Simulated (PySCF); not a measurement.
A calculated (r2SCANh, PySCF 2.14, aug-cc-pVQZ-DK, the spin-free X2C one-electron Hamiltonian (Gaussian nucleus)) atom or ion has these occupied shells.

```tsv
shell	electrons	orbital energy (eV)	rms radius, mean of both spins (bohr)
1s α	1	-10303.5	0.0560
1s β	1	-10303.3	0.0560
2s α	1	-1315.5	0.236
2s β	1	-1314.5	0.236
2p α	3	-1147.8	0.211
2p β	3	-1146.9	0.211
3s α	1	-188.08	0.693
3s β	1	-185.65	0.693
3p α	3	-136.36	0.729
3p β	3	-133.98	0.729
3d α	5	-52.525	0.847
3d β	4	-50.803	0.847
4s α	1	-31.210	2.10
4p α	1	-22.288	2.45
```

(1) Name the element and its charge.

Answers

(1) Ga²⁺ (gallium, charge +2), in [Ar] 3d9 4s1 4p1, one real determinant (an excited configuration).
